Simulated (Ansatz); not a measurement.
Cl3In, charge +1, doublet, geometry from GFN2-xTB (such geometries of metal compounds can be far from the true shape) (a state made from the parent by changing its charge; the spin is typed, not shown lowest) (core potentials on In). Base run: HF/def2-SV(P) in Ansatz (a first-principles code).

The Ansatz input:
Ansatz 0.2 input:
```yaml
crystal:
  periodic: [false, false, false]
  atoms:
    - {symbol: In, position_ang: [-0.00000000, -0.00000000, -0.00000000]}
    - {symbol: Cl, position_ang: [2.29165336, -0.20818506, -0.44925316]}
    - {symbol: Cl, position_ang: [-0.92222567, -1.03274104, 1.89203338]}
    - {symbol: Cl, position_ang: [-1.36942769, 1.24092610, -1.44278022]}
basis:
  gaussian:
    orbitals: def2-SV_P_.json
hamiltonian:
  xc: hf
total_charge: 1
magnetization: {spin_polarized: true, initial_magnetization: 1}
```
The basis file holds def2-SV(P) in the JSON format of the Basis Set Exchange.

Variants of this job, named by their change:

| change | E (Eh) | <S^2> | core-seconds (rough) |
|---|---|---|---|
| base | -1567.03380 | 0.757 | 6 |
| functional = cam_b3lyp | -1570.02943 | 0.756 | 7 |
| functional = wB97X-V | -1569.78074 | 0.755 | 20 |
| functional = b3lyp | -1570.14186 | 0.753 | 20 |
| functional = SVWN5 | -1565.28549 | 0.751 | 8 |
| functional = pbe; dispersion = d3bj | -1569.49250 | 0.751 | 10 |
| functional = hse06 | -1569.55584 | 0.754 | 20 |
| functional = B97M-V | -1569.68929 | 0.752 | 60 |
| functional = b3lyp5 | -1569.86961 | 0.754 | 20 |
| functional = wB97M-V | -1569.90201 | 0.766 | 50 |
| functional = blyp; dispersion = d4 | -1570.01159 | 0.751 | 20 |
| functional = wB97X | -1570.04235 | 0.756 | 10 |
| functional = lc_wpbe | -1569.64555 | 0.754 | 6 |

Totals shift with the method and basis; they matter in differences.
